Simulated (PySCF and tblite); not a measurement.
Results of a calculation; reference values are marked as such.
## Barrier and rate of a rotation

System: C₄H₃NOSe, numbered as in [O:1]=[CH:2][c:3]1[cH:4][cH:5][se:6][n:7]1.

Motion: rotation about the C3–C2 bond (torsion C4–C3–C2–O1 from 0° to 180°, rising). The path came from a restrained scan, a climbing-image band and a saddle search at GFN2-xTB; energies are PBE0/pcSseg-1 + D3(BJ)//GFN2-xTB, thermal terms GFN2-xTB. Rate constants are transition-state-theory values, counting equivalent paths, without tunnelling. Run with tblite and PySCF.

```
 point  symmetry  E(GFN2) kcal/mol  E(DFT) kcal/mol  ZPE change kcal/mol  lowest mode cm⁻¹  dipole D
 start        Cs               0.0              0.0                 0.00               100      3.48
saddle        C1               6.1             10.0                -0.47              121i      4.02
   end        Cs               3.1              5.1                -0.10                84      5.08
```

```json
{
  "Electronic barrier": "9.9 kcal/mol",
  "Barrier with zero-point energy": "9.5 kcal/mol",
  "ΔH‡ (298 K)": "9.1 kcal/mol",
  "ΔS‡ (298 K, symmetry apart)": "-2.1 cal/(mol K)",
  "Paths": "2 equivalent paths",
  "End point": "a different minimum",
  "Mean lifetime of the start against this motion at 298 K": "1.2 µs",
  "Cost": "84 s on 1 thread of Arm Neoverse N1, shared host (rough), peak memory 0.83 GiB, launched as `OMP_NUM_THREADS=1 python ens_run.py task.json out`"
}
```

| T/K | ΔG‡ kcal/mol | k s⁻¹ | ΔG kcal/mol | k back s⁻¹ |
| --- | --- | --- | --- | --- |
| 150 | 9.6 | 0.075 | 5.0 | 1.3×10⁶ |
| 200 | 9.6 | 262 | 5.0 | 6.9×10⁷ |
| 250 | 9.7 | 3.6×10⁴ | 5.0 | 7.5×10⁸ |
| 298 | 9.8 | 8.6×10⁵ | 4.9 | 3.6×10⁹ |
| 350 | 9.9 | 1×10⁷ | 4.9 | 1.2×10¹⁰ |
| 400 | 10.0 | 5.9×10⁷ | 4.9 | 2.9×10¹⁰ |
| 500 | 10.2 | 7.2×10⁸ | 4.9 | 1×10¹¹ |

ΔG and ΔG‡ leave out symmetry numbers and mirror images; rates count paths: 2 out, 2 back.

Spin–orbit effects of heavy atoms on shieldings are missing.
